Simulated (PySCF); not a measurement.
C₆H₁₄Sb, SMILES C[CH](C)[Sb][CH](C)C, multiplicity 2.

Coordinates come from a PBE0-D3(BJ)/def2-SVP optimisation. The multiplicity is an assumed one; other spin states were not compared. The isomer is the one that the SMILES or the coordinates give; other isomers of the formula were not compared. The def2 effective core potentials stand for the cores of Sb; spin–orbit coupling is left out. The values are those of a single conformer.

These are TDA-CAM-B3LYP/def2-SVP run with PySCF values and carry that method's errors.

Vertical excitations. Gas-phase values at a fixed geometry.

Computed excitation energies, oscillator strengths and character:
| state | energy (eV) | λ (nm) | f | main pairs |
|---|---|---|---|---|
| root 1 | 2.46 | 504 | 0.007 | β HOMO→LUMO 99 % |
| root 2 | 3.36 | 369 | 0.000 | α HOMO→LUMO 7 %, β HOMO−1→LUMO 91 % |
| root 3 | 4.01 | 309 | 0.000 | α HOMO→LUMO 90 %, β HOMO−1→LUMO 8 % |
| root 4 | 4.78 | 260 | 0.000 | α HOMO−1→LUMO 43 %, β HOMO→LUMO+1 49 % |
| root 5 | 5.15 | 241 | 0.008 | α HOMO→LUMO+1 88 % |
| root 6 | 5.46 | 227 | 0.000 | α HOMO−2→LUMO 32 %, α HOMO−1→LUMO+1 16 %, β HOMO−1→LUMO+1 30 %, β HOMO→LUMO+2 8 %, β HOMO→LUMO+3 7 % |
| root 7 | 6.15 | 201 | 0.200 | α HOMO−1→LUMO 47 %, β HOMO→LUMO+1 40 % |
| root 8 | 6.32 | 196 | 0.001 | α HOMO−1→LUMO+1 34 %, α HOMO−2→LUMO 22 %, β HOMO→LUMO+2 12 %, β HOMO→LUMO+3 12 %, β HOMO−1→LUMO+1 12 % |
| root 9 | 6.41 | 194 | 0.008 | β HOMO−2→LUMO 96 % |
| root 10 | 6.49 | 191 | 0.024 | α HOMO→LUMO+2 85 % |
Unrestricted roots are not spin-pure.
